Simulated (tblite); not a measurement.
Compound: C6H8N (doublet state).
Numbering: `[CH2:1]=[C:2]1[CH2:3][C:4](=[N:5])[C@@H:6]1[CH3:7]` (hydrogens: H8, H9 on C1; H10, H11 on C3; H12 on C6; H13, H14, H15 on C7)

Computed with GFN2-xTB (tblite): harmonic, unscaled wavenumbers at the GFN2-xTB geometry, gas phase. The method is semi-empirical: single wavenumbers can be off by several per cent or more. Open shells enter through the occupations alone, without spin polarisation, and single modes of such species can be off by tens of per cent.

Harmonic wavenumbers (cm⁻¹): 57.4, 178.9, 195.6, 222.2, 288.8, 400.9, 478.3, 486.7, 566.5, 696.2, 775.1, 841.9, 855.8, 878.0, 900.7, 937.2, 1000.7, 1027.4, 1062.2, 1114.7, 1143.0, 1162.6, 1208.0, 1269.3, 1393.6, 1396.2, 1408.1, 1474.2, 1484.6, 1777.7, 1892.6, 2942.0, 2983.0, 2992.9, 3017.1, 3037.0, 3043.6, 3103.6, 3128.1.

A = 4290, B = 2541, C = 1722 MHz; mass 94.066 u (most abundant isotopes); point group C1, symmetry number 1; spin multiplicity 2.

Question: What is the zero-point energy?

Answer: Half the sum of the wavenumbers: 26411 cm⁻¹ = 75.51 kcal/mol.

Question: Give the ideal-gas entropy at 298.15 K and 1 bar in the rigid-rotor, harmonic-oscillator model (classical rotation).

Answer: Translation 39.56, rotation 27.24, vibration 17.22, spin (R ln 2) 1.38: S = 85.4 cal/(mol K).

Question: And Cp and H(298.15 K) − H(0)?

Answer: Cp = 29.12 cal/(mol K), of which vibrations give 21.17 (their classical limit is 39 R = 77.5); H(298.15 K) − H(0) = 5.27 kcal/mol without the zero-point energy, 2.90 from vibrations.

Question: Blend soft modes into free rotors: weight 1/[1 + (100 cm⁻¹/ν̃)⁴] for the oscillator and the rest for a rotor with moment μB/(μ + B), μ = h/(8π²ν), B = 10⁻⁴⁴ kg m². What vibrational entropy results?

Answer: 16.20 cal/(mol K) in place of 17.22, which changes −T·S at 298.15 K by +0.30 kcal/mol.

Question: Which modes carry the vibrational entropy at 298.15 K?

Answer: 57.4 cm⁻¹: 4.54; 178.9 cm⁻¹: 2.34; 195.6 cm⁻¹: 2.17; 222.2 cm⁻¹: 1.94; 288.8 cm⁻¹: 1.48; 400.9 cm⁻¹: 0.96 cal/(mol K); the other 33 give 3.78 together.

Question: What must be added to the electronic energy to get the Gibbs energy at 298.15 K and 1 bar?

Answer: ZPE + [H(298.15 K) − H(0)] − T·S = 75.51 + 5.27 − 25.46 = 55.32 kcal/mol.

Question: How do the functions run with temperature in this model?

Answer: 
```
T (K)  S (cal/(mol K))  Cp (cal/(mol K))  H − H(0) (kcal/mol)  G − H(0) (kcal/mol)  ln q(vib)
  100             63.6              14.0                 1.05                -5.31       0.78
  200             75.5              21.2                 2.80               -12.29       2.21
  300             85.6              29.3                 5.32               -20.35       3.80
  500            104.1              43.8                12.71               -39.35       7.23
  800            128.1              57.8                28.15               -74.29      12.48
 1000            141.7              63.9                40.36              -101.29      15.82
```

q(vib) and H(0) count from the zero-point level.

Hindered rotation and anharmonicity are outside this model. The structure is chiral; the term R ln 2 for an equal mix with its mirror image is left out.

On one thread, Arm Neoverse V2 (aarch64), no GPU, shared host with 96 logical CPUs at a one-minute load of 63, this took 0.31 s of wall time. This covers the Hessian and the dipole derivatives.
